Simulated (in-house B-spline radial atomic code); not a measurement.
# Ionising Ne+ with different functionals

Computed with a B-spline radial code for spherical atoms: non-relativistic Hamiltonian, point nucleus, spin-polarised at highest spin, spherical fractional occupations for the functionals, and exact exchange of hybrids averaged over the configuration. The ionisation energy is the difference of two self-consistent energies, [He] 2s2 2p5 → [He] 2s2 2p4, without Breit or QED terms; ε is the level of the shell that loses the electron (its least bound occupied spin orbital).

```tsv
method	rung	ΔSCF (eV)	-ε(2p) (eV)
PBE0	global hybrid	41.18	34.18
B3LYP	global hybrid	41.44	33.77
TPSSh	global hybrid	41.30	32.46
M06-2X	global hybrid	40.93	37.40
BHandHLYP	global hybrid	41.00	37.17
r2SCAN0	global hybrid	41.20	34.41
B97-1	global hybrid	41.23	33.69
HSE06	range-separated hybrid	41.22	33.78
wB97X	range-separated hybrid	41.17	36.63
CAM-B3LYP	range-separated hybrid	41.41	35.80
LC-wPBE	range-separated hybrid	41.56	36.88
```

Among the functionals, which spreads more, the ΔSCF values or the orbital energies?

The orbital energies: ΔSCF values span about 0.62 eV and the orbital energies 4.94 eV; here energy differences depend much less on the functional than eigenvalues do.

How do they compare with the NIST value?

NIST lists 40.963 eV (measured, ground level to ground level). Errors run from -0.03 to +0.60 eV; M06-2X is closest (-0.03 eV), but part of that can be cancellation, since the calculations leave out relativity, Breit-QED terms, multiplet and fine-structure energies.
